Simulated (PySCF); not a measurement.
H4OSiZn. Atoms are numbered in the order given.

```xyz
7

Zn    -0.0760     0.3711    -0.2280
O     -0.3968     1.9388    -0.9886
H     -0.4162     1.9721    -1.9522
Si     0.3284    -1.6000     0.9345
H      0.3877    -2.7743     0.0062
H     -0.7449    -1.8859     1.9391
H      1.6298    -1.5569     1.6743
```
Charge 0, spin multiplicity 1.

Geometry optimised at r2SCAN-D4/def2-SVP. A frequency run showed that this geometry is not a minimum. The values are those of a single conformer.

Calculation: r2SCAN-D4/def2-SVP (PySCF).

Frequencies are harmonic and unscaled.

**Question.** Estimate the vibrational spectrum. (The exact figures need the calculation; the answer reports its results.)

**Answer.** 
```json
[
 {"mode": "1", "ν (cm⁻¹)": "50i", "IR (km/mol)": "103.2", "moving atoms (share of kinetic energy)": "H 79 %, O 18 %"},
 {"mode": "2", "ν (cm⁻¹)": "112", "IR (km/mol)": "10.5", "moving atoms (share of kinetic energy)": "O 40 %, Zn 35 %, H 15 %, Si 10 %"},
 {"mode": "3", "ν (cm⁻¹)": "118", "IR (km/mol)": "0.1", "moving atoms (share of kinetic energy)": "Zn 33 %, O 32 %, H 27 %, Si 9 %"},
 {"mode": "4", "ν (cm⁻¹)": "323", "IR (km/mol)": "0.2", "moving atoms (share of kinetic energy)": "Si 65 %, Zn 18 %, O 9 %"},
 {"mode": "5", "ν (cm⁻¹)": "456", "IR (km/mol)": "9.5", "moving atoms (share of kinetic energy)": "H 87 %, Si 11 %"},
 {"mode": "6", "ν (cm⁻¹)": "461", "IR (km/mol)": "3.9", "moving atoms (share of kinetic energy)": "H 86 %, Si 11 %"},
 {"mode": "7", "ν (cm⁻¹)": "615", "IR (km/mol)": "148.9", "moving atoms (share of kinetic energy)": "H 68 %, O 27 %"},
 {"mode": "8", "ν (cm⁻¹)": "709", "IR (km/mol)": "40.0", "moving atoms (share of kinetic energy)": "O 54 %, H 24 %, Zn 21 %"},
 {"mode": "9", "ν (cm⁻¹)": "862", "IR (km/mol)": "185.6", "moving atoms (share of kinetic energy)": "H 90 %, Si 9 %"},
 {"mode": "10", "ν (cm⁻¹)": "932", "IR (km/mol)": "33.9", "moving atoms (share of kinetic energy)": "H 98 %"},
 {"mode": "11", "ν (cm⁻¹)": "933", "IR (km/mol)": "34.1", "moving atoms (share of kinetic energy)": "H 98 %"},
 {"mode": "12", "ν (cm⁻¹)": "2198", "IR (km/mol)": "57.3", "moving atoms (share of kinetic energy)": "H 99 %"},
 {"mode": "13", "ν (cm⁻¹)": "2204", "IR (km/mol)": "94.6", "moving atoms (share of kinetic energy)": "H 96 %"},
 {"mode": "14", "ν (cm⁻¹)": "2206", "IR (km/mol)": "93.2", "moving atoms (share of kinetic energy)": "H 96 %"},
 {"mode": "15", "ν (cm⁻¹)": "3874", "IR (km/mol)": "50.1", "moving atoms (share of kinetic energy)": "H 94 %"}
]
```
